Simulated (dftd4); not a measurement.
C5H9NO, triplet, geometry from GFN2-xTB (a higher spin typed on purpose: for a closed-shell molecule this is an excited state); D4 for wb97x (dftd4).

dftd4 was given this input:
```
$ dftd4 mol.xyz --func wb97x --charge 0 --json dftd4.json --noedisp

# file mol.xyz
16

C      2.03104226    -0.19024570    -0.01838659
N      0.72292954     0.36849657     0.13553312
C      0.15333053     1.02961534    -1.01057281
C     -1.34229078     1.06610704    -0.71635767
C     -1.56565952    -0.28394012    -0.04370861
C     -0.30359908    -0.44412037     0.82009422
O      0.07826639    -1.60060551     1.23640014
H      2.72082041     0.61710788    -0.27175171
H      2.08313516    -0.94873185    -0.81071744
H      2.31644692    -0.65719326     0.92299552
H      0.35213405     0.47039376    -1.93782013
H      0.60596952     2.02155965    -1.11330021
H     -1.56664296     1.87057029    -0.01641746
H     -1.94274457     1.19642407    -1.61502891
H     -2.44559987    -0.31600422     0.59745295
H     -1.64709703    -1.09325533    -0.78175677
```

### Question
Write the output that dftd4 gives for this input, abridged.

### Answer

```
                    ____  _____ _____     ____  _  _
      -------------|  _ \|  ___|_   _|---|  _ \| || |------------
     |             | | | | |_    | | ___ | | | | || |_           |
     |             | |_| |  _|   | ||___|| |_| |__   _|          |
     |             |____/|_|     |_|     |____/   |_|            |
     |             ===================================           |
     |            E. Caldeweyher, S. Ehlert & S. Grimme          |
     |          Mulliken Center for Theoretical Chemistry        |
     |                    University of Bonn                     |
      -----------------------------------------------------------

Rational (Becke-Johnson) damping: wb97x-D4-ATM
---------------------
  s6         1.0000
  s8         0.5093
  s9         1.0000
  a1         0.0662
  a2         5.4487
 alp        16.0000
--------------------

Dispersion energy:      -2.4730990236043E-02 Eh

[Info] JSON dump of results written to 'dftd4.json'
```
